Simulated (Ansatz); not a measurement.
Total energies of H₅N₂O₂V, SMILES `[NH2][V]([NH2])(=[O])[OH]`.

```xyz
10

N    -0.240    1.580    0.445
V    -0.273   -0.233    0.181
N     1.367   -0.892   -0.300
O    -0.627   -0.876    1.551
O    -1.438   -0.598   -1.116
H    -0.035    2.250   -0.282
H    -0.329    2.023    1.347
H     1.941   -1.471    0.293
H     1.847   -0.639   -1.152
H    -2.213   -1.144   -0.967
```

Charge 0, multiplicity 1. Correlated methods include outer-core shells of V, which these sets cover unevenly. Scalar relativity is left out up to krypton. All single points use the PBE0-D4/def2-TZVP geometry. It is one conformer, not always the lowest. Basis def2-TZVPP, the Gaussian-basis code of Ansatz.

RPA on PBE orbitals: Hartree–Fock energy of these orbitals -1204.41500 Eh, correlation -2.27806 Eh (frozen core).

| functional | energy without D4 (Eh) | D4 term (kJ/mol) |
| --- | --- | --- |
| PBE0 | -1206.72081 | -16.3 |
| CAM-B3LYP | -1207.16058 | -16.5 |

Q: Give the same for LDA (SPW92), PBE, revPBE, BLYP, r2SCAN, B97M-V, B3LYP, r2SCANh, r2SCAN0, HSE06 (plane-wave form), BHLYP, LC-ωPBE, ωB97X-V, ωB97M-V, B2PLYP, PBE-QIDH. (Estimate.)

A: The calculation gave: 
```tsv
functional	energy without D4 (Eh)	D4 term (kJ/mol)
LDA (SPW92)	-1203.16541	–
PBE	-1206.76045	-19.3
revPBE	-1207.08643	-56.4
BLYP	-1207.25561	-42.1
r2SCAN	-1207.09840	-4.8
B97M-V	-1206.94194	–
B3LYP	-1207.25332	-31.0
r2SCANh	-1207.04815	-5.1
r2SCAN0	-1206.97571	-5.6
HSE06 (plane-wave form)	-1206.70091	-15.2
BHLYP	-1206.98659	-23.7
LC-ωPBE	-1206.87015	–
ωB97X-V	-1206.98768	–
ωB97M-V	-1207.05547	–
B2PLYP	-1206.91152	–
PBE-QIDH	-1206.57992	–
```

B3LYP takes the VWN-RPA correlation (the form of Gaussian; ORCA's B3LYP/G). HSE06 is the plane-wave form, built on full-range PBE exchange. The double hybrids freeze the cores in their second-order part.

LC-ωPBE has ω = 0.4 bohr⁻¹.
